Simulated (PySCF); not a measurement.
# FGeN + H₂O → GeN(OH) + HF

Level: PBE0 in the def2-TZVP basis family, all electrons, no relativity, computed in PySCF with density fitting; open shells unrestricted.

```csv
species,state and structure,E (Eh),ZPE (kJ/mol),H(298 K) − H(0) (kJ/mol),S° (J/(mol K))
FGeN,"singlet, C∞v, Ge–F 1.710 Å, Ge–N 1.638 Å; F–Ge–N 180.0°",-2231.13593,11.8,12.7,262.0
H₂O,"singlet, C2v, O–H 0.960 Å (×2); H–O–H 105.1°",-76.37736,56.5,9.9,188.7
GeN(OH),"singlet, Cs, Ge–N 1.636 Å, Ge–O 1.748 Å, O–H 0.964 Å; Ge–O–H 113.0°, N–Ge–O 175.5°",-2207.11792,40.4,14.0,278.8
HF,"singlet, C∞v, H–F 0.920 Å",-100.39188,24.9,8.7,173.6
```

What is the electronic reaction energy?

At PBE0/def2-TZVP, ΔE = 9.2 kJ/mol from the differences of the total energies times 2625.5, uphill. 

Add zero-point, thermal and entropy terms for 298.15 K and 1 bar.

ΔZPE = -3.0 and Δ[H(298) − H(0)] = 0.1 kJ/mol give ΔH° = 6.3 kJ/mol. ΔS° = 1.7 J/(mol K), so ΔG° = 6.3 − 298.15 × (0.0017) = 6 kJ/mol and log₁₀K = -1.0.

Only the bonding shown was studied: isomers, or loss of a ligand pair, can lie lower.
